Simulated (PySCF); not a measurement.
Sn(H)(Vi)(NH2)2, C₂H₈N₂Sn, SMILES C=[CH][SnH]([NH2])[NH2], singlet (PBE0/def2-SVP optimised geometry):

```
13

Sn    -1.702    -0.579     0.000
N     -2.642    -1.474     1.576
N     -2.284    -1.770    -1.550
C      0.439    -0.579     0.000
C      1.145     0.551     0.093
H     -2.243     1.060     0.000
H     -2.576    -0.942     2.442
H     -2.294    -2.412     1.766
H     -1.874    -1.512    -2.446
H     -3.295    -1.800    -1.669
H      0.972    -1.536    -0.072
H      2.243     0.556     0.100
H      0.666     1.536     0.165
```

Computed with PBE0/def2-TZVP, def2 effective core potentials past Kr (PySCF).

**Question.** What are the frontier orbital energies and the dipole moment?

**Answer.** HOMO-2 -8.04 eV, HOMO-1 -7.18 eV, HOMO -7.00 eV, LUMO -0.54 eV, LUMO+1 0.29 eV; dipole moment 1.37 D.

On the same geometry PBE/def2-TZVP, def2 effective core potentials past Kr (PySCF) gives HOMO-2 -6.88 eV, HOMO-1 -5.79 eV, HOMO -5.61 eV, LUMO -1.49 eV, LUMO+1 -0.64 eV; dipole moment 1.22 D.
